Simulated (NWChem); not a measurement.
System: C$_{4}$H$_{5}$Cl; SMILES C(=C(C)Cl)=C

```xyz
10

C      0.6326    -2.4033     0.0000
C      0.1553    -1.1865     0.0000
C     -0.3384     0.0223     0.0000
C     -1.7928     0.3987     0.0000
Cl     0.7788     1.4112     0.0000
H      0.8433    -2.9352     0.9269
H      0.8433    -2.9352    -0.9269
H     -2.0368     0.9974    -0.8852
H     -2.0368     0.9974     0.8852
H     -2.4130    -0.5023     0.0000
```
Atoms are numbered in this order, from 1.

Program: NWChem. The geometry was optimised at B3LYP/6-31G* (spherical d). Level: PBE0/def2-SVP with SMD (1 M gas to 1 M solution), gas-phase geometry.

For solvent water:

- solvation free energy (kcal/mol) = 0.4
- cavity-dispersion-structure term (kcal/mol) = 3.7
- dipole in solution (D) = 2.33

Question: Estimate the same quantities for solvent benzene.

Answer: solvation free energy (kcal/mol): -3.9
cavity-dispersion-structure term (kcal/mol): -2.2
dipole in solution (D): 2.05
